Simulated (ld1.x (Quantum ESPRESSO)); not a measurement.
**W: variants of one PAW potential**

Base potential:

ld1.x (Quantum ESPRESSO) 7.5 input, shortened:

```
&input
   title='W', zed=74., rel=2, dft='PBE', iswitch=3,
   config='[Xe] 4f14 5d3 6s0 6p0', rel_dist='average'
 /
 &inputp
   pseudotype=3, lpaw=.true., tm=.true., lloc=-1, rcloc=1.85,
   nlcc=.true., rcore=1.70,
   which_augfun='BESSEL', rmatch_augfun=1.25
 /
6
6S  1  0   0.00   0.00  1.85  2.45  0.0
6S  1  0   0.00  -0.50  1.85  2.45  0.0
6P  2  1   0.00   0.00  1.90  2.35  0.0
6P  2  1   0.00   0.70  1.90  2.35  0.0
5D  3  2   3.00   0.00  1.70  2.05  0.0
5D  3  2   0.00  -1.35  1.70  2.05  0.0
 &test
   configts(1)='5d3 6s0 6p0'
 /
```

Open shells are filled in proportion to 2j + 1 (rel_dist='average').

All-electron outer shells of the reference configuration (PBE, scalar-relativistic, ld1.x):

| shell | level (eV) | outermost node (bohr) | outermost maximum (bohr) |
| --- | --- | --- | --- |
| 4f | -62.26 | – | 0.43 |
| 5d | -31.11 | 0.63 | 1.43 |
| 6s | -28.33 | 1.26 | 2.36 |
| 6p | -20.82 | 1.48 | 2.88 |

Cutoffs, loose and tight: the cutoffs (Ry, on a coarse ladder) from which the occupation-weighted sum of valence levels, in a spherical-Bessel basis at the reference potential, stays within 10 and 1 mRy of its value at 400 Ry. They do not see the model core or the augmentation charge, which bear on the density cutoff. Test errors are all-electron minus pseudo excitation energies from the reference, over the configurations 5d4 6s2 6p0; 5d4 6s1 6p0; 5d4 6s0 6p0; 5d4 6s1 6p1; 5d5 6s1 6p0; 5d4 6s0 6p1; 5d2 6s0 6p0. A dash means not determined; rows that change the core or the reference have their own tests. The largest error is taken over the tests solved by every variant that gives reliable tests at all: 5d4 6s0 6p0; 5d4 6s1 6p0; 5d4 6s2 6p0.

Cutoffs are not given where the Bessel-basis levels miss the radial ones by over 6 mRy, ghosts where they miss by over 20 mRy; a channel whose overlap is not positive is not tested.

```csv
change,outcome,bound ghosts,largest test error (meV)
base,generated,not determined,-122
"waves 6p (bound): rcut 1.48, rcutus 1.56 bohr; 6p channel at 0.7 Ry: rcut 1.48, rcutus 1.56 bohr",generated,not determined,-122
"waves 6p (bound): rcut 1.86, rcutus 1.98 bohr; 6p channel at 0.7 Ry: rcut 1.86, rcutus 1.98 bohr",generated,not determined,-122
"waves 6p (bound): rcut 1.90, rcutus 2.16 bohr; 6p channel at 0.7 Ry: rcut 1.90, rcutus 2.16 bohr",generated,not determined,-122
"waves 6p (bound): rcut 1.90, rcutus 2.52 bohr; 6p channel at 0.7 Ry: rcut 1.90, rcutus 2.52 bohr",generated,not determined,-122
"waves 6p (bound): rcut 1.90, rcutus 2.80 bohr; 6p channel at 0.7 Ry: rcut 1.90, rcutus 2.80 bohr",generated,not determined,-122
"waves 6p (bound): rcut 1.90, rcutus 3.12 bohr; 6p channel at 0.7 Ry: rcut 1.90, rcutus 3.12 bohr",generated,not determined,-122
"waves 6p (bound): rcut 1.90, rcutus 3.46 bohr; 6p channel at 0.7 Ry: rcut 1.90, rcutus 3.46 bohr",generated,not determined,-122
```
